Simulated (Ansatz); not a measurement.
**Which isomer of C2H4FGa gives these data?**

These gas-phase data were calculated for one isomer of C2H4FGa at B3LYP-D3(BJ)/def2-SVP (harmonic, unscaled wavenumbers; equilibrium rotational constants with average atomic masses):

```
rotational constants            : 9.771, 3.025, 2.38 GHz
all wavenumbers above 1500 cm⁻¹ : 3119, 3090, 3056, 3038
dipole moment                   : 1.67 D (PBE0/def2-TZVPD)
```

Candidates:

(1) `FC[CH2][Ga]`, a singlet
(2) `C=[CH][GaH][F]`, a singlet

Problem. Assign the data to one candidate and say why.

Solution. Candidate (1). No mode falls between 1700 and 2150 cm⁻¹, where the Ga–H stretch of (2) would stand.

The same quantities for all candidates:

```
     rotational constants (GHz)   wavenumbers above 1500 cm⁻¹  dipole (D)  E above the lowest, B3LYP-D3(BJ)/def2-SVP (kcal/mol)
(1)          9.771, 3.025, 2.38        3119, 3090, 3056, 3038        1.67                                                  16.8
(2)         8.784, 3.618, 2.562  3204, 3141, 3107, 1995, 1642        2.57                                                   0.0
```

Each candidate is one conformer. Programs: Ansatz 0.2.0.
